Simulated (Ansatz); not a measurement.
Relaxation of CH3FOSe (7 atoms, charge 0, multiplicity 1), to a largest force component of 0.015 eV/Å in at most 40 steps.

Level of theory: RKS B3LYP/def2-SVP (Ansatz 0.2.0).

```xyz
7
Properties=species:S:1:pos:R:3
O -0.019 -0.647 1.409
C -0.085 0.232 0.275
F 0.459 1.509 0.554
Se -1.987 0.362 -0.289
H -0.544 -1.437 1.116
H 0.485 -0.224 -0.584
H -1.574 1.271 -1.455
```

Q: Where does it end, and by what steps?

A: The forces met the threshold. After 9 steps the energy has fallen by 0.331 eV; H7 moved furthest, 0.29 Å.

| step | energy less start (eV) | largest force component (eV/Å) | accepted |
| --- | --- | --- | --- |
| 0 | 0.0000 | 2.381 | yes |
| 1 | -0.2311 | 1.420 | yes |
| 2 | -0.2995 | 0.567 | yes |
| 3 | -0.3130 | 0.341 | yes |
| 4 | -0.3238 | 0.106 | yes |
| 5 | -0.3253 | 0.295 | yes |
| 6 | -0.3301 | 0.085 | yes |
| 7 | -0.3307 | 0.061 | yes |
| 8 | -0.3312 | 0.023 | yes |
| 9 | -0.3312 | 0.009 | yes |

```xyz
7
Properties=species:S:1:pos:R:3
O -0.059 -0.626 1.359
C -0.085 0.250 0.303
F 0.523 1.382 0.718
Se -1.991 0.613 -0.231
H -0.454 -1.464 1.079
H 0.443 -0.119 -0.597
H -1.641 1.027 -1.605
```

The run took 36 s on 1 thread of Arm Neoverse V2 (shared host), peak memory 0.18 GiB.
